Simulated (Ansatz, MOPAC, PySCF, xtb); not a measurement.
C2H4 (SMILES C=C) and N2 (SMILES N#N) are pulled apart as rigid monomers along the line of their centres of mass, from the B3LYP-D3(BJ)/def2-TZVP minimum. Starting geometry (charge 0, multiplicity 1):
```xyz
8

C     -0.25090     0.35265    -0.24718
C      0.45170    -0.72773     0.05811
H     -0.45368     0.62767    -1.27525
H     -0.65278     1.00820     0.51588
H      0.65674    -1.00549     1.08491
H      0.85249    -1.38091    -0.70767
N     -0.58759     1.00982     3.35992
N     -0.01406     0.11665     3.61141
```

Interaction energies with rigid monomers; basis-set methods are counterpoise corrected unless marked otherwise.

Rows in 3-21G carry no dispersion term and start afresh at each structure. The state that PM7 reach isn't checked; PM7 holds dispersion and hydrogen-bond terms.

Programs: Ansatz (an electronic-structure program) with Gaussian orbitals; MOPAC for PM7 (differences of heats of formation); PySCF for 3-21G rows, the dispersion terms; xtb for the GFN methods. Each number belongs to the level named beside it.

| H5···N8 (Å) | GFN-FF (kJ/mol) | PM7 (kJ/mol) | HF/3-21G (no counterpoise) (kJ/mol) | PBE/def2-TZVPPD (kJ/mol) | B3LYP-D4/def2-TZVPPD (kJ/mol) |
|---|---|---|---|---|---|
| 2.57 | -2.1 | -1.3 | -2.0 | 1.4 | -0.3 |
| 2.84 | -2.3 | -2.7 | -3.5 | -0.7 | -1.8 |
| 3.26 | -1.8 | -2.7 | -2.1 | -1.1 | -1.2 |
| 3.96 | -0.9 | ? | -0.3 | -0.4 | 0.0 |
| 5.08 | -0.3 | -0.4 | 0.0 | 0.0 | ? |

Task: Fill in the missing entries.

Result: 
- 5.08, B3LYP-D4/def2-TZVPPD (kJ/mol): 0.5
- 3.96, PM7 (kJ/mol): -1.7
